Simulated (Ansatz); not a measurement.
`CC[Si]O[SiH3]` + H₂S → `CC[Si]S` + `O[SiH3]`  (ligand exchange at the Si–O bond)

Computed with Ansatz on PBE0-D4/def2-TZVP structures; ΔE is electronic, products minus reactants. CCSD(T)/CBS adds triple-zeta CCSD(T) − MP2 to the extrapolated MP2 energy (def2 sets, frozen cores). This one scheme is used for every species. Functionals use def2-TZVPP. B3LYP here is the variant with VWN-RPA as its local correlation; programs differ in this. One conformer a species, not always the lowest.

| level | ΔE (kcal/mol) | difference from CCSD(T)/CBS |
| --- | --- | --- |
| B97M-V | 7.6 | -0.4 |
| B3LYP-D4 | 9.0 | 1.0 |
| ωB97M-V | 8.6 | 0.6 |
| B2PLYP | 7.9 | -0.1 |
| PBE | 3.5 | -4.5 |
| revPBE | 2.7 | -5.3 |
| r2SCANh | 6.1 | -1.9 |
| LC-ωPBE | 7.4 | -0.6 |
| RPA@PBE/def2-TZVPP | 9.2 | 1.2 |
| CCSD(T)/def2-TZVPP | 8.6 | 0.6 |
| CCSD(T)/CBS | 8.0 | 0 |

Question: What do rigid-rotor, harmonic-oscillator terms from PBE0-D4/def2-TZVP frequencies (298.15 K, 1 bar) make of the CCSD(T)/CBS value? (Estimate.)

Answer: Ansatz gave: ΔZPE = +2.0 kcal/mol, ΔH = +9.4 kcal/mol, ΔS = 4 J/(mol·K), ΔG = +9.1 kcal/mol.

Largest T1 diagnostic among the species: 0.013.

From BLYP to BHLYP (50 % exact exchange), in def2-TZVPP and without D4, ΔE moves by +2.6 kcal/mol. In def2-TZVPP, CCSD(T) changes the Hartree–Fock value by −2.1 kcal/mol (the triples alone add −0.8 kcal/mol) and MP2 by −3.0 kcal/mol.
